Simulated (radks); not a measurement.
Effect of the nuclear size on the terbium ion Tb2+, [Xe] 4f9. All-electron calculation, Dirac Kohn-Sham, LDA (Slater exchange, Perdew-Wang correlation), spin-unpolarised, spherical densities, finite nucleus; open shells are shared between the two j in proportion to 2j + 1; Fermi nuclear charge, rms radius 5.06 fm. Program: a radial shooting solver on a logarithmic mesh with Libxc functionals. The rms radius is varied about that value; shifts are against it.

| rms radius (fm) | total energy shift (eV) | density at nucleus (e/bohr^3) | 1s1/2 shift (meV) | 2s1/2 shift (meV) | 4p1/2 shift (meV) | 5s1/2 shift (meV) | 5p1/2 shift (meV) | 4f7/2 shift (meV) | 6s1/2 (empty) shift (meV) |
|---|---|---|---|---|---|---|---|---|---|
| 4.4376 | -5.17 | 7.079e+05 | -2130 | -277 | 0.172 | -2.28 | 0.055 | 0.229 | -0.345 |
| 4.726 | -2.84 | 6.963e+05 | -1170 | -152 | 0.094 | -1.25 | 0.030 | 0.126 | -0.189 |
| 5.06 | 0 | 6.839e+05 | 0.000 | 0.000 | 0.000 | 0.000 | 0.000 | 0.000 | 0.000 |
| 5.4243 | 3.26 | 6.715e+05 | 1340 | 174 | -0.108 | 1.44 | -0.035 | -0.144 | 0.217 |
| 5.8139 | 6.93 | 6.594e+05 | 2850 | 371 | -0.228 | 3.05 | -0.074 | -0.306 | 0.461 |

Slopes of the eigenvalues against <r^2> in GHz/fm^2, as finite differences over the two radii next to the reference (eigenvalue slopes, not the field-shift constants of lines): 1s1/2 85700, 2s1/2 11100, 4p1/2 -6.87, 5s1/2 91.6, 5p1/2 -2.22, 4f7/2 -9.20, 6s1/2 (empty) 13.9.
